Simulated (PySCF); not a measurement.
C5H9NOSi.
SMILES with atom numbers: `[H]/[N:8]=[CH:7]/[C@@H:6]1[Si@H:2]([CH3:1])[CH:3]=[CH:4][O:5]1`

NICS = −σ at a ghost point: NICS(0) at the centroid of the ring atoms, NICS(1) 1 Å to either side along the normal of their mean plane, zz for the tensor component along that normal. Level: GIAO PBE0/pcSseg-1 (PySCF, non-relativistic, gas phase) on the GFN2-xTB geometry, one conformer.

Ring bond lengths (Å), with Mayer bond orders in brackets: Si2–C3 1.868 (0.91), C3–C4 1.338 (1.78), C4–O5 1.339 (1.08), O5–C6 1.429 (0.83), C6–Si2 1.955 (0.80).

Q: What do the NICS probes read (ppm)?

A: 
```json
{"ring": "Si2–C3–C4–O5–C6", "type": "5-membered ring with O and Si; formal bonds 1 double, 4 single", "NICS(0)": "-3.8", "NICS(1), two faces": "-2.8 / -3.0", "NICS(1)zz, two faces": "-2.5 / -3.5", "rms pucker (Å)": "0.00", "centre to ring atoms, mean (Å)": "1.34"}
```

Q: What can be read from them?

A: 
- Si2–C3–C4–O5–C6: mean NICS(1)zz -3.0 ppm, shielded. Si2, C6 have four or more neighbours; no verdict on aromaticity is drawn.

Q: At the second NICS(1) probe listed for ring Si2–C3–C4–O5–C6, 1 Å off the ring, what do the in-plane components average?

A: The isotropic value is a third of the trace: (3 × -3.0 − (-3.5))/2 = -2.8 ppm.

Q: Give the inner angles of the rings and the Hirshfeld charges of the ring atoms.

A: 
- Si2–C3–C4–O5–C6: Si2 87.1° (+0.369 e), C3 109.4° (-0.208 e), C4 122.1° (+0.038 e), O5 113.9° (-0.109 e), C6 107.4° (-0.042 e); sum 540.0° against 540° for a flat convex ring.

Q: What are the shieldings of the ring atoms and their hydrogens in the same run (means over atoms taken as equivalent)?

A: 
```csv
atoms,environment,σ isotropic (ppm),"principal values of the symmetric part, first atom (ppm)"
Si2,SiH silicon,355.3,"308.6, 369.7, 387.6"
C3,alkene CH carbon,92.4,"-8.3, 118.4, 167.2"
C4,vinylic carbon bearing oxygen,15.3,"-99.5, 54.5, 90.8"
O5,cyclic ether oxygen,170.3,"76.7, 185.8, 248.5"
C6,sp3 carbon bound to oxygen,108.3,"82.1, 96.9, 146.0"
H on Si2,Si–H hydrogen,26.49,"23.3, 24.3, 31.8"
H on C3,vinylic hydrogen,26.86,"25.6, 26.9, 28.1"
H on C4,vinylic hydrogen,24.49,"21.9, 24.1, 27.5"
H on C6,methine hydrogen,26.72,"22.9, 26.7, 30.6"
```

Shape of the structure used: `[H]/[N:8]=[CH:7]/[C@@H:6]1[Si@H:2]([CH3:1])[CH:3]=[CH:4][O:5]1`: O5–C6–C7–N8 161°.
